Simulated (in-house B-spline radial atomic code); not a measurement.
Mg III (Mg2+): [He] 2s2 2p6

All numbers are computed (non-relativistic TPSSh, spin-polarised, spherical fractional occupations; point nucleus) with a B-spline radial code for spherical atoms, not measured.

Screening seen three ways: the hydrogenic charge with the same mean radius, Z_r = [3n² - l(l+1)]/(2<r>), the one with the same energy, Z_e = n√(-2ε), and Slater's rules. Values are occupation-weighted means over spin.

```csv
shell,electrons,ε (eV),<r> (bohr),Z_r,Z_e,Slater
1s,2,-1290.7,0.1307,11.47,9.74,11.70
2s,2,-103.05,0.6941,8.64,5.50,7.85
2p,6,-68.65,0.6831,7.32,4.49,7.85
```

The least bound orbital is 2p at -68.65 eV, while the most diffuse is 2s (<r> = 0.6941 bohr against 0.6831 bohr): energy order and size order differ.
